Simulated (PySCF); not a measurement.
**Electron correlation in Kr(18+) (krypton, charge +18)**

[Ar], closed-shell 1S. Calculation: PySCF 2.14, in an even-tempered Gaussian basis (19 s from 1.7 bohr⁻², ratio 2.5; 12 p from 2.2 bohr⁻², ratio 2.5; 5 d from 12 bohr⁻², ratio 2.7; 4 f from 18 bohr⁻², ratio 2.7); scalar relativity by spin-free X2C-1e. Frozen: 1s2; 16 electrons correlated; the 22 highest virtual orbitals of each spin left out.

```tsv
level	correlation energy (mhartree)
CCSD	-624.55
(T)	-2.45
CCSD(T)	-627.00
```

Diagnostics: T1 = 0.00084, D1 = 0.0019, largest double amplitude 0.022.

Cost of the coupled-cluster step: roughly 13 core-seconds, for 16 correlated electrons.

Iterations:

```
CC2 = 0
CCSD nocc = 8, nmo = 85
frozen orbitals [0, 86, 87, 88, 89, 90, 91, 92, 93, 94, 95, 96, 97, 98, 99, 100, 101, 102, 103, 104, 105, 106, 107]
max_cycle = 100
direct = 0
conv_tol = 1e-08
conv_tol_normt = 1e-06
diis_space = 8
diis_start_cycle = 0
Init t2, MP2 energy = -2614.5050915158  E_corr(MP2) -0.61408891969378
Init E_corr(CCSD) = -0.614088919693787
cycle = 1  E_corr(CCSD) = -0.622130034863714  dE = -0.00804111517  norm(t1,t2) = 0.00751134
cycle = 2  E_corr(CCSD) = -0.624211981777238  dE = -0.00208194691  norm(t1,t2) = 0.00148855
cycle = 3  E_corr(CCSD) = -0.624551879715021  dE = -0.000339897938  norm(t1,t2) = 0.000306152
cycle = 4  E_corr(CCSD) = -0.624550239622039  dE = 1.64009298e-06  norm(t1,t2) = 1.3081e-05
cycle = 5  E_corr(CCSD) = -0.624548552469181  dE = 1.68715286e-06  norm(t1,t2) = 7.63817e-07
cycle = 6  E_corr(CCSD) = -0.624548559877316  dE = -7.40813522e-09  norm(t1,t2) = 5.20311e-08
CCSD converged
E(CCSD) = -2614.515551155982  E_corr = -0.6245485598773162
CCSD(T) correction = -0.00245062389110638
```

At this charge the one-electron X2C treatment keeps the bare 1/r₁₂, with no two-electron picture change or Breit term. The effect here is smaller than on the frozen 1s shell; and a scalar Hamiltonian misses the large spin-orbit splitting of the p shells, which matters for ns² → np² pairs.
